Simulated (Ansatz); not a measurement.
A made-up structure of BGeH4, doublet:

```xyz
6
angstrom
B 0.9136 -0.8598 0.8012
Ge -0.3058 0.4338 -0.1877
H 1.1604 -2.0253 0.7767
H 1.9360 -0.8022 1.3245
H 0.5926 1.1716 -1.2002
H -0.8842 1.4841 0.7744
```

It is relaxed with PBE-D4/def2-SVP and then PBE0-D4/def2-TZVP (Ansatz 0.2.0). Atoms count as bonded within 1.22 times the sum of their covalent radii (H–H: 0.88 Å). The end point is not checked to be a true minimum.

Does its bonding change? (Judge from chemistry; the calculation decides.)

The calculation gives: No: no bond forms or breaks.

Where it ends: The first stage lowers the energy by 1.41 eV in 11 steps. It ends as BGeH₄ ([BH2][GeH2]):
B1  (1.101, -0.928, 0.845)
Ge2  (0.136, 0.574, 0.005)
H3  (1.495, -1.820, 0.158)
H4  (1.273, -0.919, 2.025)
H5  (-0.163, 0.706, -1.496)
H6  (-0.430, 1.790, 0.753)
(Å)

Labels in which every atom is bracketed show which atoms are joined, not bond orders.

For scale, one of the runs: PBE0-D4/def2-TZVP relaxation, 103 basis functions, launched by `ansatz run in.yaml --threads 2 --pin off --events-out ev --progress --plain --max-ram 4352MiB`. Hardware: 2 CPU threads of an Arm Neoverse V2, shared host. Wall time about 9 s.
